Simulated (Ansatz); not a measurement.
Computed with Ansatz on PBE0-D4/def2-TZVP structures; ΔE is electronic, products minus reactants. CCSD(T)/CBS is the MP2 limit (def2-TZVPP, def2-QZVPP) plus CCSD(T) − MP2 in def2-TZVPP, frozen cores. This one scheme is used for every species. Functionals use def2-TZVPP. Each species was taken in one conformer, which may not be the lowest.

Reaction (cleavage of the Si–Si bond): `C=N[SiH](O)[SiH3]` + H₂S → `C=N[SiH](O)S` + SiH₄

| level | ΔE (kJ/mol) |
| --- | --- |
| PBE-QIDH | -78.5 |
| BLYP | -69.9 |
| HF/def2-QZVPP | -85.2 |
| MP2/CBS(def2) | -86.7 |

**Question.** What does CCSD(T)/CBS give? (An estimate is asked.)

**Answer.** Computed: -77.1 kJ/mol. The listed levels differ from it by -1.4, 7.2, -8.1, -9.6 kJ/mol.

Largest T1 diagnostic among the species: 0.013.

From PBE to PBE0 (25 % exact exchange), in def2-TZVPP and without D4, ΔE moves by −4.7 kJ/mol. Leaving LDA and LC-ωPBE aside and taking each functional with its dispersion term where it has one, the values, not all of them listed here, spread over 15.4 kJ/mol, from ωB97M-V to PBE-D4. At CCSD(T), def2-SVP lies +4.5 kJ/mol from the extrapolated value and def2-TZVPP +1.1 kJ/mol.

CCSD(T)/CBS has its own doubt, a few kJ/mol and more with outer-core shells, so smaller differences from it don't rank the levels.
